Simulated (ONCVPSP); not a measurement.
How hard is this cobalt ONCV potential?

ONCVPSP 4.0.1 input, shortened (lines: element, Z, core and valence counts, functional; n l f; lmax; l rc ep ncon nbas qcut; lloc lpopt rc5 dvloc0; l nproj debl; icmod fcfact rcfact), PBE, scalar-relativistic:

```
  Co 27.00    5    2        4      upf
    1    0    2.00
    2    0    2.00
    2    1    6.00
    3    0    2.00
    3    1    6.00
    3    2    7.00
    4    0    0.50
    2
    0    1.95    0.00    4    8    3.00
    1    1.75    0.25    5   10    4.00
    2    1.55    0.00    4    9   11.00
    4    5    1.25    3.00
    0    1    1.60
    1    2    1.40
    2    1    0.30
    1    0.65    0.00
```

In the p channel the program set the typed energies aside and used 0.050, 1.450 Ha.

Task: For each optimised wave give the share of its norm inside rc, the residual kinetic energy above qcut (Ha) and the cutoffs (Ha) for errors of 10, 1, 0.1 and 0.01 mHa per electron.

Result:

| wave | norm inside rc | residual KE | 10 mHa | 1 mHa | 0.1 mHa | 0.01 mHa |
| --- | --- | --- | --- | --- | --- | --- |
| 4s | 0.280 | 2.3e-03 | 3.3 | 5.8 | 23.4 | 41.4 |
| p projector 1 | 0.068 | 3.5e-03 | 1.8 | 57.2 | 105.3 | 116.5 |
| p projector 2 | 0.097 | 2.4e-02 | 12.4 | 84.4 | 134.2 | 147.0 |
| 3d | 0.840 | 4.3e-07 | 37.7 | 45.0 | 50.6 | 54.9 |

The occupied waves need 45 Ha and 51 Ha for 1 and 0.1 mHa. Note: ghosts flagged at negative energy: p at -61.1 eV, s at -12.7 eV; no localised positive-energy state flagged. A true bound ghost makes a file unfit for plane-wave use. 2 of 4 tests not solved or not reliable.
